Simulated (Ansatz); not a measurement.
Cost and result for the atomization energy of CH5GeNS (`S[CH]1[NH][GeH2]1`) (9 atoms, 9 bonds).

```xyz
9

S    -2.203   -0.438   -0.169
C    -0.645    0.439   -0.104
N     0.210    0.242    1.059
Ge    1.122   -0.218   -0.514
H    -1.721   -1.630    0.218
H    -0.838    1.463   -0.427
H     0.444    1.100    1.546
H     1.440   -1.707   -0.585
H     2.192    0.748   -1.024
```

The species carries charge 0 and has multiplicity 1. Correlated methods include outer-core shells of Ge, which these sets cover unevenly. Scalar relativity is left out up to krypton. Geometry: relaxed with PBE0-D4/def2-TZVP. It is one conformer, not always the lowest. Program: Ansatz. All runs use 4 threads of an Arm Neoverse V2 on a shared host. Times are those of one run each, without the atoms' runs, and a repeat can differ threefold. Electronic energies, without spin–orbit coupling; frozen cores. CCSD(T)/CBS adds CCSD(T) − MP2 in def2-TZVPP to the MP2 limit, and its time is that of the two runs behind it. T1 = 0.013. With those shells the extrapolation isn't a true limit. B3LYP takes the VWN-RPA correlation (the form of Gaussian; ORCA's B3LYP/G).

CCSD(T)/CBS is a level of theory with its own doubt, some kJ/mol a heavy atom from the limit and from the frozen cores, so smaller differences don't rank the functionals.

```
                             level  functions  wall time
   PBE-D4/def2-TZVPP (with forces)        222      2.4 s
                PBE0-D4/def2-TZVPP        222      3.1 s
 B3LYP-D4/def2-TZVPP (with forces)        222      4.5 s
r2SCAN-D4/def2-TZVPP (with forces)        222        5 s
                 B2PLYP/def2-TZVPP        222      5.5 s
                ωB97X-V/def2-TZVPP        222      7.5 s
  ωB97M-V/def2-TZVPP (with forces)        222       11 s
                    MP2/def2-QZVPP        423       21 s
                CCSD(T)/def2-TZVPP        222      120 s
                 CCSD(T)/CBS(def2)          –    2.3 min
```

(1) What atomization energy does each give, and how far from CCSD(T)/CBS? (Best estimate.)

## Answers

(1) The calculation gave: 
| level | atomization (kJ/mol) | difference from CCSD(T)/CBS | per bond |
| --- | --- | --- | --- |
| PBE-D4/def2-TZVPP (with forces) | 2861.8 | 68.4 | 7.6 |
| PBE0-D4/def2-TZVPP | 2790.3 | -3.1 | -0.3 |
| B3LYP-D4/def2-TZVPP (with forces) | 2774.5 | -18.9 | -2.1 |
| r2SCAN-D4/def2-TZVPP (with forces) | 2790.9 | -2.5 | -0.3 |
| B2PLYP/def2-TZVPP | 2739.9 | -53.5 | -5.9 |
| ωB97X-V/def2-TZVPP | 2805.8 | 12.4 | 1.4 |
| ωB97M-V/def2-TZVPP (with forces) | 2788.3 | -5.1 | -0.6 |
| MP2/def2-QZVPP | 2792.0 | -1.4 | -0.2 |
| CCSD(T)/def2-TZVPP | 2703.2 | -90.2 | -10.0 |
| CCSD(T)/CBS(def2) | 2793.4 | 0.0 | 0.0 |

The D4 term adds +33.2 kJ/mol with B3LYP and +17.1 kJ/mol with PBE0; it sums over pairs of atoms, weighted by their polarisabilities, and B3LYP, whose exchange is more repulsive, gets the larger term. In def2-TZVPP, CCSD(T) changes the Hartree–Fock value by +905.5 kJ/mol (the triples alone add +61.3 kJ/mol) and MP2 by +941.1 kJ/mol; breaking electron pairs costs correlation energy, which Hartree–Fock lacks. From PBE to PBE0 (25 % exact exchange), in def2-TZVPP and without D4, the atomization energy moves by −68.3 kJ/mol: exact exchange takes away binding that semilocal exchange gives to molecules.
